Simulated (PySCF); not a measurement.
SMILES CN(C)[Si](C)N(C)C, doublet at its GFN2-xTB optimised geometry (Å):

```
23

C      1.9965    -1.9331    -0.2723
N      1.2854    -0.7138     0.0000
C      2.1077     0.4548    -0.1635
Si    -0.4553    -0.7138     0.0000
C     -0.9922    -1.5540     1.6312
N     -0.9545     0.9557     0.0000
C     -2.0290     1.4283     0.8304
C     -0.8163     1.7495    -1.1940
H      1.3377    -2.7828    -0.1159
H      2.3677    -1.9672    -1.3048
H      2.8573    -2.0241     0.3980
H      1.5493     1.3362     0.1357
H      2.9968     0.3681     0.4697
H      2.4468     0.5799    -1.2011
H     -2.0701    -1.6579     1.6977
H     -0.5619    -2.5475     1.7010
H     -0.6475    -0.9859     2.4936
H     -2.9968     1.3831     0.3130
H     -2.0922     0.8344     1.7361
H     -1.8465     2.4715     1.1077
H     -1.7455     1.7662    -1.7781
H     -0.5677     2.7828    -0.9298
H     -0.0254     1.3447    -1.8186
```

Level of theory: unrestricted PBE0/def2-SVP in PySCF 2.14.0. Cells within 0.4 Å of a nucleus heavier than hydrogen are left out (blank, or x).

Map of the Laplacian of the electron density (e/bohr⁵) on the plane z = 1.2 Å:

```
|888888888888888888888888888|
|888888888888888888888888888|
|888888888888888888888888888|
|888888888888888888888888888|
|888888888888888888888888888|
|888888889888888888888888888|
|888888897888888888888888888|
|888888980798888888888888888|
|888889985898888888888888888|
|88888999x999888888888888888|
|888889953999888888888888888|
|888889987999888888888888888|
|888888999998888888888888888|
|888888888888888888888888888|
|888888888899888888888888888|
|888888889988898898888888888|
|888888899976898888888888888|
|888888898875898888888888888|
|888888899998998888888888888|
|888888889998998888888888888|
|888888888999988888888888888|
|888888888888888888888888888|
|888888888888888888888888888|
|888888888888888888888888888|
|888888888888888888888888888|
|888888888888888888888888888|
|888888888888888888888888888|
```
Scale: ten equal steps from -1.39 (start of '0') to 0.222 (end of '9'), in the order '0123456789'; x runs from -5.00 to 5.00, y from -5.00 (bottom) to 5.00 (top).
